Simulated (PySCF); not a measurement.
Species: C7H5N2O (doublet state).
Structure used (GFN2-xTB), in Å, numbered top down from 1:
```xyz
15
C7H5N2O angstrom
C     -2.692    1.245   -0.253
C     -1.309    0.949   -0.333
O     -0.428    1.736   -0.646
N     -1.004   -0.380   -0.011
C      0.263   -0.918   -0.017
C      0.491   -2.207    0.307
C      1.346   -0.084   -0.376
C      2.386    0.472   -0.654
C      3.504    1.174   -0.979
N      4.464    1.747   -1.246
H     -3.424    0.512    0.032
H     -3.019    2.241   -0.485
H     -1.754   -1.003    0.251
H     -0.314   -2.867    0.583
H      1.485   -2.610    0.300
```

The hyperfine couplings belong to this conformer and change with its torsions.

Identity: `[CH2]C(=O)NC(=C)C#CC#N` [radical].

Method: UKS B3LYP, pcH-1 on C H N O, non-relativistic, mean-field spin-orbit, GIAO in PySCF. One conformer (not necessarily the lowest) at the GFN2-xTB geometry, without solvent, vibrations or thermal averaging. Couplings are sensitive to structure, and on GFN2-xTB geometries they can be far from those on DFT ones. No stability test was run, so a lower SCF solution isn't excluded.

**Question.** Where do the isotropic ENDOR lines of N4, H12, H11, H15, H14 and H13 fall at 3351.6 mT, to first order?

**Answer.** For S = 1/2 in fast tumbling each set of equivalent nuclei gives two lines, ν± = |νn ± a/2| to first order, with νn = g_N μN B/h and μN/h = 7.62259 MHz/T.

```
nuclei  isotope     g_N  νn (MHz)  a_iso (MHz)  lower line (MHz)  upper line (MHz)
    N4      14N  0.4038     10.32         1.73              9.45             11.18
   H12       1H  5.5857    142.70       -56.90            114.25            171.15
   H11       1H  5.5857    142.70       -55.62            114.89            170.51
   H15       1H  5.5857    142.70        -5.23            140.09            145.32
   H14       1H  5.5857    142.70        -4.86            140.27            145.13
   H13       1H  5.5857    142.70        -4.24            140.58            144.82
```

**Question.** Which pairs are centred on the nuclear Larmor frequency, and which on half the coupling?

**Answer.** Centred on νn, since |a| < 2νn: N4, H12, H11, H15, H14 and H13. No pair has |a| > 2νn.

**Question.** At what field would the lower line of H11 fall to zero frequency?

**Answer.** Where νn = |a|/2, that is B = 27.81 MHz/(5.5857 × 7.62259 MHz/T) = 653 mT, as far as first order holds there.

H11 and H12 aren't averaged: C1 is flat or nearly so (angle sum 360°), and its turn about the short C1–C2 bond (1.42 Å) is taken as slow.
